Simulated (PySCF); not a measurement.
**How methods differ on the ionisation energy of Yb⁵¹⁺**

Yb⁵¹⁺ [Ar] 3d1 [3d3/2^1, M_J = 3/2] → Yb⁵²⁺ [Ar], as a difference of total energies. Calculation: PySCF 2.14, in an even-tempered Gaussian basis (15 s from 14 bohr⁻², ratio 2.8; 12 p from 18 bohr⁻², ratio 2.8; 8 d from 18 bohr⁻², ratio 2.8; 3 f from 54 bohr⁻², ratio 3); the two-component X2C-1e Hamiltonian. Correlated levels: [Ne] frozen; the 72 highest virtual spinors dropped. "Screened" scales the spin-orbit matrix elements by Boettger's factors to mimic the two-electron term; Breit and QED terms are absent.

| method | ionisation energy (eV) |
| --- | --- |
| GHF (spin-free) | 4597.6 |
| GMP2 (spin-free) | 4597.1 |
| GHF (screened spin-orbit) | 4633.1 |
| GMP2 (screened spin-orbit) | 4632.6 |

Breit and QED terms and the two-electron picture change are absent.

The spin-free rows lack the spin-orbit shift.

For comparison: 4630 ± 4 eV (theoretical estimate listed by NIST; NIST Atomic Spectra Database, ionization energies).
